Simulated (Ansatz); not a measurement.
Program: Ansatz. Geometries: PBE0-D4/def2-TZVP. ΔE: electronic, gas phase. CCSD(T)/CBS adds triple-zeta CCSD(T) − MP2 to the extrapolated MP2 energy (def2 sets, frozen cores). This one scheme is used for every species. Functionals use def2-TZVPP. HSE06 is defined as in plane-wave codes. Triplets are unrestricted, without spin–orbit coupling. def2 core potentials past Kr. For Sn outer-core shells are correlated without core-valence functions, which leaves a few kJ/mol of doubt a bond. One conformer a species, not always the lowest.

Consider the formal loss of a carbene: `C[CH2][Sn][CH2]C` → `C[CH2][Sn][CH3]` + `[CH2]` (triplet).

`C[CH2][Sn][CH2]C`:

```xyz
15

C    -1.892   -0.482    0.003
C    -0.809   -1.396   -0.560
Sn    0.582   -0.371   -1.928
C     1.154    1.185   -0.473
C     1.599    0.657    0.885
H    -2.504   -0.038   -0.789
H    -2.579   -1.018    0.666
H    -1.467    0.344    0.580
H    -1.253   -2.241   -1.092
H    -0.207   -1.822    0.253
H     1.936    1.800   -0.927
H     0.278    1.836   -0.361
H     2.472    0.000    0.802
H     1.880    1.465    1.568
H     0.811    0.080    1.375
```

`C[CH2][Sn][CH3]`:

```xyz
12

C     1.082   -0.102   -0.931
C    -0.207    0.649   -1.222
Sn   -1.548    1.146    0.454
C    -0.795   -0.400    1.810
H     0.892   -1.057   -0.434
H     1.648   -0.318   -1.844
H     1.745    0.470   -0.274
H    -0.011    1.582   -1.761
H    -0.850    0.063   -1.897
H     0.276   -0.256    1.986
H    -0.915   -1.385    1.347
H    -1.318   -0.393    2.766
```

`[CH2]` (triplet):

```xyz
3

C    -0.155    0.223    0.046
H    -0.072   -0.016   -1.003
H     0.227   -0.208    0.958
```

**Question.** Is it downhill or uphill in electronic energy at CCSD(T)/CBS, and by how much? (An estimate is asked.)

**Answer.** The calculation gave: Uphill: ΔE = +4.39 eV.

**Question.** What do these levels give: PBE-D4, r2SCANh-D4, ωB97M-V, B2PLYP, BLYP, PBE0, HSE06, RPA@PBE/def2-TZVPP, HF/def2-TZVPP, HF/def2-QZVPP, HF/CBS(def2), CCSD/CBS(def2)? (An estimate is asked.)

**Answer.** Ansatz gave: PBE-D4 4.44, r2SCANh-D4 4.10, ωB97M-V 4.38, B2PLYP 4.26, BLYP 4.12, PBE0 4.27, HSE06 4.28, RPA@PBE/def2-TZVPP 4.23, HF/def2-TZVPP 2.80, HF/def2-QZVPP 2.80, HF/CBS(def2) 2.80, CCSD/CBS(def2) 4.27 eV.

**Question.** What do rigid-rotor, harmonic-oscillator terms from PBE0-D4/def2-TZVP frequencies (298.15 K, 1 bar) make of the CCSD(T)/CBS value? (An estimate is asked.)

**Answer.** Computed: ΔZPE = -0.33 eV, ΔH = +4.13 eV, ΔS = 169 J/(mol·K), ΔG = +3.61 eV. Open shells count their whole term as degenerate. Modes under 50 cm⁻¹ make the entropy rough.

Largest T1 diagnostic among the species: 0.013.

At CCSD(T), def2-SVP lies −0.15 eV from the extrapolated value and def2-TZVPP −0.11 eV. From r2SCAN to r2SCAN0 (25 % exact exchange), in def2-TZVPP and without D4, ΔE moves by −0.04 eV.
